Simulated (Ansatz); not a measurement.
One change: `CB([SiH3])CF` becomes `CB([SiH3])BS`.

Ansatz, PBE0-D4/def2-TZVP geometries, multiplicity 1. Each molecule was computed in one conformer, which needn't be the lowest.

| property | `CB([SiH3])CF` |
| --- | --- |
| HOMO energy (B3LYP/def2-TZVPP) / eV | -7.77 |
| size of the dipole moment (PBE/def2-TZVPP) / D | 2.48 |
| LUMO energy (PBE0/def2-TZVPP) / eV | -1.67 |
| LUMO energy (ωB97M-V/def2-TZVPP) / eV | 0.32 |
| HOMO energy (PBE0/def2-TZVPP) / eV | -7.94 |
| size of the dipole moment (ωB97M-V/def2-TZVPP) / D | 2.58 |

Task: Give the same properties after the change, and the shifts. (Estimate.)

Result: The calculation gave: 
```csv
property,`CB([SiH3])BS`,shift
HOMO energy (B3LYP/def2-TZVPP) / eV,-7.22,0.55
size of the dipole moment (PBE/def2-TZVPP) / D,1.47,-1.01
LUMO energy (PBE0/def2-TZVPP) / eV,-1.86,-0.19
LUMO energy (ωB97M-V/def2-TZVPP) / eV,0.08,-0.24
HOMO energy (PBE0/def2-TZVPP) / eV,-7.40,0.54
size of the dipole moment (ωB97M-V/def2-TZVPP) / D,1.43,-1.15
```

With PBE0 the HOMO rises by 0.54 eV and the LUMO falls by 0.19 eV, so the gap narrows by about 0.73 eV. PBE moves the HOMO by 0.45 eV and ωB97M-V by 0.61 eV. Dipoles are sizes alone; their direction can turn.

B3LYP here is the variant with VWN-RPA as its local correlation; programs differ in this.
